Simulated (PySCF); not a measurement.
Stepwise substitution at one centre (Ge OCH3-SH). Isolated molecules, 0 K electronic values unless said otherwise. One relaxed conformer stands for each flexible species; it need not be the lowest. Strings in code marks are SMILES.

All values below come from B3LYP-D3(BJ)/def2-TZVP // PBE0-D4/def2-SVP (PySCF 2.14.0). All candidates: neutral, multiplicity 1. B3LYP has the VWN-RPA correlation part, as in Gaussian. Delta-SCF ions had no search for a lower state. 

```yaml
LUMO: -1.65 eV
vertical ionisation energy (Delta-SCF): 9.21 eV
HOMO–LUMO gap: 5.71 eV
```

Q: Identify which member has these values.
A. `C[O][Ge]([O]C)([O]C)[O]C`
B. `[SH][Ge]([SH])([SH])[SH]`
C. `C[O][Ge]([SH])([O]C)[O]C`
D. `C[O][Ge]([SH])([SH])[SH]`

A: B, `[SH][Ge]([SH])([SH])[SH]`. The others give `C[O][Ge]([O]C)([O]C)[O]C`: -0.06 eV, 9.64 eV, 7.75 eV; `C[O][Ge]([SH])([SH])[SH]`: -1.33 eV, 9.24 eV, 5.95 eV; `C[O][Ge]([SH])([O]C)[O]C`: -0.38 eV, 9.54 eV, 7.11 eV
